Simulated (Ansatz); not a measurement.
H₅OPSSi (`OP([SiH3])S`). Charge 0, multiplicity 1.

Cartesian coordinates in Å:
```
O -1.541 0.908 -0.870
P 0.068 1.007 -0.531
Si 0.237 -0.243 1.363
S 0.992 -0.490 -1.701
H -1.896 0.012 -0.875
H -0.241 -1.635 1.123
H -0.618 0.388 2.402
H 1.652 -0.258 1.810
H 1.346 0.312 -2.721
```

**Question.** What are the harmonic wavenumbers in cm⁻¹ at PBE0-D4/def2-TZVP (Ansatz, finite differences of forces, unscaled)? (An estimate is asked.)

**Answer.** The calculation gave: 109, 144, 187, 241, 331, 381, 431, 484, 557, 567, 806, 832, 884, 925, 938, 1025, 2199, 2230, 2246, 2684, 3820.

**Question.** Is this a minimum?

**Answer.** Yes, all 21 modes are real.

**Question.** Give the ideal-gas thermochemistry at 298.15 K and 1 bar (rigid rotor, harmonic oscillator; point group C1, symmetry number 1).

**Answer.** Zero-point energy 131.7 kJ/mol; H(298) − E = 153.1 kJ/mol; entropy 347.9 J/(mol·K), of which translation 167.7, rotation 113.8, vibration 66.3; G(298) − E = 49.4 kJ/mol.

**Question.** And at 400, 500, 600, 800 and 1000 K?

**Answer.** 
```json
{"T (K)": "400", "H − E (kJ/mol)": "165.4", "S (J/mol/K)": "383.0", "G − E (kJ/mol)": "12.1"}
{"T (K)": "500", "H − E (kJ/mol)": "178.8", "S (J/mol/K)": "413.0", "G − E (kJ/mol)": "-27.7"}
{"T (K)": "600", "H − E (kJ/mol)": "193.3", "S (J/mol/K)": "439.4", "G − E (kJ/mol)": "-70.3"}
{"T (K)": "800", "H − E (kJ/mol)": "224.6", "S (J/mol/K)": "484.4", "G − E (kJ/mol)": "-162.9"}
{"T (K)": "1000", "H − E (kJ/mol)": "258.3", "S (J/mol/K)": "521.9", "G − E (kJ/mol)": "-263.6"}
```
